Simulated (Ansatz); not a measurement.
Program: Ansatz. Geometries: PBE0-D4/def2-TZVP. ΔE: electronic, gas phase. CCSD(T)/CBS adds triple-zeta CCSD(T) − MP2 to the extrapolated MP2 energy (def2 sets, frozen cores). Functionals use def2-TZVPP.

Reaction (isomerisation): `B[SiH]([SiH3])[SiH3]` → `[SiH3]B([SiH3])[SiH3]`

```
                species  B2PLYP energy (Eh)
 `B[SiH]([SiH3])[SiH3]`          -898.32129
`[SiH3]B([SiH3])[SiH3]`          -898.30785
```

Problem. Work out ΔE.

Solution. ΔE = (-898.30785) − (-898.32129) = 0.01344 Eh = +35.3 kJ/mol. CCSD(T)/CBS gives +34.6 kJ/mol.

Largest T1 diagnostic among the species: 0.015.

Leaving LDA and LC-ωPBE aside and taking each functional with its dispersion term where it has one, the values, not all of them listed here, spread over 8.3 kJ/mol, from CAM-B3LYP-D4 to HSE06-D4. LDA lies −6.4 kJ/mol from PBE without D4. At CCSD(T), def2-SVP lies −5.8 kJ/mol from the extrapolated value and def2-TZVPP −0.5 kJ/mol.
